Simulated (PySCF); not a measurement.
Compound: CH₇AsSi.
SMILES: `C[SiH2][AsH2]`

Level of theory: EOM-IP-CCSD/aug-cc-pVDZ in PySCF, restricted Hartree–Fock reference, frozen core, non-relativistic, gas phase, PBE0-D3(BJ)/def2-SVP geometry.

Hartree–Fock orbital energies give these Koopmans values (eV): HOMO 9.63, HOMO-1 11.35, HOMO-2 12.40, HOMO-3 12.95, HOMO-4 13.56, HOMO-5 15.35, HOMO-6 15.45, HOMO-7 18.28.

Task: What vertical ionisation energies does EOM-IP-CCSD give?

Result: 
```
leading hole (HF orbital)  Koopmans (eV)  EOM-IP-CCSD (eV)  change (eV)  one-hole share
                     HOMO           9.63              9.34        -0.29            0.96
                   HOMO-1          11.35             10.78        -0.57            0.95
                   HOMO-2          12.40             11.53        -0.87            0.95
                   HOMO-3          12.95             12.10        -0.85            0.94
                   HOMO-4          13.56             12.82        -0.74            0.94
                   HOMO-5          15.35             14.34        -1.01            0.95
                   HOMO-6          15.45             14.43        -1.02            0.95
                   HOMO-7          18.28             16.56        -1.72            0.85
```

Task: Does the order of the lines follow the orbital energies?

Result: Yes, no two lines change places. The corrections run from -1.72 to -0.29 eV, with a mean of -0.88 eV over the 8 lines; no line lies above its Koopmans value.

Task: At what kinetic energies would He II light (40.81 eV) eject these electrons?

Result: 31.47 eV (HOMO), 30.03 eV (HOMO-1), 29.28 eV (HOMO-2), 28.71 eV (HOMO-3), 27.99 eV (HOMO-4), 26.47 eV (HOMO-5), 26.38 eV (HOMO-6), 24.25 eV (HOMO-7).

Lines less than 0.15 eV apart could change places at a higher level. One root was sought for each valence orbital with −ε under 21 eV, eight at most, so deeper holes and satellites are missing; no vibrational structure.

Shape of the structure used: `[CH3:1][SiH2:2][AsH2:3]`: H–As3–Si2–C1 76°, H–As3–Si2–C1 168°.

One conformer stands for the species.
